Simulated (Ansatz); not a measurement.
H2Te2 (Te₂H₂). Total charge 0; triplet. Geometry r2SCAN-D4/def2-TZVP, that of the neutral singlet; atoms count from 1.

```xyz
4

Te    0.9018   -0.8196    0.8293
Te   -1.3159    0.6162    0.2481
H     0.9251   -1.6762   -0.5984
H    -0.5110    1.8796   -0.4789
```

In the def2 sets Te takes a core potential; there is no spin–orbit coupling. At PBE0-D4/def2-TZVP a singlet of charge 0 lies 2.69 eV below the triplet at the same geometry.

Problem. Estimate the Mulliken populations from the PBE0/def2-TZVP orbitals of Ansatz.

Solution. 
```
atom  charge (e)  spin (α − β)
 Te1       -0.09          1.02
 Te2       -0.09          1.02
  H3        0.09         -0.02
  H4        0.09         -0.02
```
Mulliken values depend strongly on the basis.

Problem. Where does the spin sit?

Solution. Summed by element: Te 2.04, H -0.04, of 2 unpaired in all. Largest on single atoms: Te1 1.02, Te2 1.02, H3 -0.02.

Problem. And the Mayer bond orders between heavy atoms (over 0.3)?

Solution. Te1–Te2 1.14 (2.71 Å).
